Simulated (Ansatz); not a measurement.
Basis-set extrapolation for `C[B-]1(C)[Cl+][B-](C)(C)[Cl+]1` (PBE0-D4/def2-TZVP geometry, frozen core, the Gaussian-basis code of Ansatz). Multiplicity 1, RHF reference.

```json
{"": "HF", "def2-TZVPP": "-1127.015253", "def2-QZVPP": "-1127.050048"}
{"": "MP2 correlation", "def2-TZVPP": "-1.330015", "def2-QZVPP": "-1.427042"}
{"": "CCSD(T) correlation", "def2-TZVPP": "-1.478495", "def2-QZVPP": "not run"}
```

Energies in hartree. Use E(X) = E(∞) + A·exp(−7.88·√X) for Hartree–Fock and E(X) = E(∞) + B·X^(−2.97) for correlation, with X = 3 and 4, and add CCSD(T) minus MP2 of the smaller set to the MP2 limit.

Q: What is the CCSD(T) energy at the basis-set limit?

A: HF limit: -1127.050048 + (-0.034795) × 0.13774 = -1127.05484. MP2 limit: -1.427042 + (-0.097027) × 0.74074 = -1.49891. Higher-order term: -1.478495 − (-1.330015) = -0.14848. Total: -1128.70223 hartree, 5.67 eV below CCSD(T)/def2-TZVPP.
